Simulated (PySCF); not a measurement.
Isomers of C8H11F, one GFN2-xTB conformer each. Single-point energies are computed at PBE0/pcSseg-1 (PySCF, gas phase, no added dispersion term), electronic only.

Task: Rank them by PBE0/pcSseg-1 energy, lowest first (kcal/mol).
A. `[C@@H]1(F)C(/C(=C/C)C1)=C\C`
B. `[CH3:1][CH2:2]/[C:3]([CH2:4][F:5])=[C:6]1\[CH:7]=[CH:8][CH2:9]1` with C1–C2–C3–C4 -72°, C2–C3–C4–F5 86°
C. `[CH2:1]=[CH:2][C@@:3]([F:4])([C:5]#[C:6][CH3:7])[CH2:8][CH3:9]` with C1–C2–C3–F4 1°, C2–C3–C8–C9 180°
D. `[CH3:1][CH:2]([CH3:3])[C:4]#[C:5]/[CH:6]=[CH:7]\[CH2:8][F:9]` with C6–C7–C8–F9 -143°

Result: A (0.0), B (10.9), D (16.1), C (17.6).

As drawn, the lowest has a four-membered ring, which the highest lacks; the highest has a C≡C bond, which the lowest lacks. Neighbours under 2.5 kcal/mol apart (CC(C)C#C/C=C\CF and C=C[C@@](F)(C#CC)CC) can change places with a better method, another conformer or zero-point energy. GFN2-xTB itself gives, in the same order: 0.0, 13.4, 18.7, 23.6. Both levels put the same isomer lowest; measured from each level's own lowest isomer, the values differ by up to 6.0 kcal/mol (C=C[C@@](F)(C#CC)CC: 23.6 against 17.6).

Task: Which frontier levels, dipoles and rotational constants go with these structures?

Result: 
```
                 SMILES  HOMO (eV, PBE0/pcSseg-1)  LUMO (eV)  dipole (D)       A, B, C (MHz)
C/C=C1/C(=C/C)C[C@@H]1F                     -6.29      -0.97        1.78   2573, 1071, 789.9
      CC/C(CF)=C1\C=CC1                     -6.63      -0.83        1.83   2396, 1182, 888.0
        CC(C)C#C/C=C\CF                     -6.86      -0.86        2.36  3004, 647.8, 564.2
    C=C[C@@](F)(C#CC)CC                     -7.44       0.17        2.18   1887, 1172, 859.0
```
